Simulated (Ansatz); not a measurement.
Cost and result for the atomization energy of `[BH2][InH][CH2]F` (9 atoms, 8 bonds).

```xyz
9

B     0.822    1.734    1.063
In   -0.621    0.123    0.518
C    -0.237   -1.331   -1.073
F     0.994   -1.124   -1.692
H     1.671    1.564    1.891
H     0.794    2.810    0.539
H    -2.161   -0.152    1.269
H    -0.247   -2.350   -0.673
H    -1.015   -1.273   -1.842
```

Charge 0, multiplicity 1. Correlated methods include outer-core shells of In, which these sets cover unevenly. In takes the def2 core potential. All single points use the PBE0-D4/def2-TZVP geometry. It is one conformer, not always the lowest. Program: Ansatz. Hardware: A = 2 threads of an AMD EPYC 7R13 on a shared host; B = 2 threads of an AMD EPYC 7R13 on a shared host and a share of an NVIDIA H100 80 GB. Times are those of one run each, without the atoms' runs, and a repeat can differ threefold. Electronic energies, without spin–orbit coupling; frozen cores. CCSD(T)/CBS adds CCSD(T) − MP2 in def2-TZVPP to the MP2 limit, and its time is that of the two runs behind it. T1 = 0.014. With those shells the extrapolation isn't a true limit. B3LYP takes the VWN-RPA correlation (the form of Gaussian; ORCA's B3LYP/G).

CCSD(T)/CBS is a level of theory with its own doubt, some kJ/mol a heavy atom from the limit and from the frozen cores, so smaller differences don't rank the functionals.

| level | functions | wall time |
| --- | --- | --- |
| PBE-D4/def2-TZVPP (with forces) [A] | 213 | 2.3 s |
| PBE0-D4/def2-TZVPP [A] | 213 | 2.9 s |
| r2SCAN-D4/def2-TZVPP (with forces) [A] | 213 | 4.3 s |
| B3LYP-D4/def2-TZVPP (with forces) [A] | 213 | 4.7 s |
| B2PLYP/def2-TZVPP [A] | 213 | 5.5 s |
| ωB97X-V/def2-TZVPP [A] | 213 | 7 s |
| ωB97M-V/def2-TZVPP (with forces) [A] | 213 | 11 s |
| CCSD(T)/def2-TZVPP [B] | 213 | 15 s |
| CCSD(T)/def2-QZVPP [B] | 403 | 31 s |
| CCSD(T)/CBS(def2) | – | 46 s |

(1) What atomization energy does each give, and how far from CCSD(T)/CBS? (Estimate.)

Results:

(1) Ansatz gave: 
```
                                 level  atomization (kcal/mol)  difference from CCSD(T)/CBS  per bond
   PBE-D4/def2-TZVPP (with forces) [A]                   651.7                          9.6       1.2
                PBE0-D4/def2-TZVPP [A]                   641.9                         -0.2       0.0
r2SCAN-D4/def2-TZVPP (with forces) [A]                   645.6                          3.5       0.4
 B3LYP-D4/def2-TZVPP (with forces) [A]                   640.9                         -1.2      -0.2
                 B2PLYP/def2-TZVPP [A]                   633.9                         -8.2      -1.0
                ωB97X-V/def2-TZVPP [A]                   647.0                          4.9       0.6
  ωB97M-V/def2-TZVPP (with forces) [A]                   645.5                          3.4       0.4
                CCSD(T)/def2-TZVPP [B]                   627.8                        -14.3      -1.8
                CCSD(T)/def2-QZVPP [B]                   636.7                         -5.4      -0.7
                     CCSD(T)/CBS(def2)                   642.1                          0.0       0.0
```

From PBE to PBE0 (25 % exact exchange), in def2-TZVPP and without D4, the atomization energy moves by −9.3 kcal/mol: exact exchange takes away binding that semilocal exchange gives to molecules. In def2-TZVPP, CCSD(T) changes the Hartree–Fock value by +156.5 kcal/mol (the triples alone add +8.5 kcal/mol) and MP2 by +161.5 kcal/mol; breaking electron pairs costs correlation energy, which Hartree–Fock lacks. The D4 term adds +5.2 kcal/mol with B3LYP and +2.7 kcal/mol with PBE0; it sums over pairs of atoms, weighted by their polarisabilities, and B3LYP, whose exchange is more repulsive, gets the larger term.

Spin–orbit coupling would lower the free In atoms strongly, and the atomization energy with them, by more than many differences here.
